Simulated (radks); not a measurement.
Results of a calculation; reference values are marked as such.
Task: As3-, 36 electrons, occupied as [Kr]. Level of theory: scalar-relativistic Kohn-Sham, LDA (Slater exchange, Perdew-Wang correlation), spin-polarised, spherical densities, finite nucleus; Fermi nuclear charge, rms radius 4.0968 fm; Watson sphere of charge +3 and radius 3.25 bohr (a radial shooting solver on a logarithmic mesh with Libxc functionals). Some entries of the table are withheld. Estimate them.

orbital  occ.  eigenvalue (Ry)  <r^2> (bohr^2)
1s          2        -859.5947        0.002794
2s          2        -108.8710         0.04864
2p          6        -95.54064         0.03853
3s          2              (1)          0.4145
3p          6         -9.58496          0.4495
3d         10         -2.78843          0.5901
4s          2         -1.01402             (2)
4p          6         -0.42242           9.540

Result: 
(1) 3s eigenvalue (Ry): -13.70666
(2) 4s <r^2> (bohr^2): 5.038
